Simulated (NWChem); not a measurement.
Species: MgH$_{2}$Se; SMILES [MgH][SeH]

```xyz
4

Mg     0.1257    -1.6183    -0.0018
H      0.1778    -3.3198    -0.0044
Se     0.0857     0.8373     0.0015
H     -1.4012     0.7756    -0.0017
```
Atoms are numbered in this order, from 1.

All runs: NWChem. Coordinates come from a PBE-D3(BJ)/def2-SVP optimisation. Vzz is the largest principal value of the second derivative of the potential at the nucleus (NWChem prints the opposite sign); η is the asymmetry. Non-relativistic.

```
level                   Vzz Mg1 (a.u.)  η Mg1  Vzz Se3 (a.u.)  η Se3
----------------------  --------------  -----  --------------  -----
PBE0/def2-TZVP                  -0.951   0.11           3.702   0.72
PBE0/def2-SVP                   -0.852   0.11           3.913   0.68
Hartree-Fock/cc-pVTZ        (withheld)   0.08           3.897   0.55
Hartree-Fock/def2-TZVP          -1.000   0.09           3.968   0.56
```

Q: Fill in the missing entries.

A: 
- Hartree-Fock/cc-pVTZ, Vzz Mg1 (a.u.): -0.860
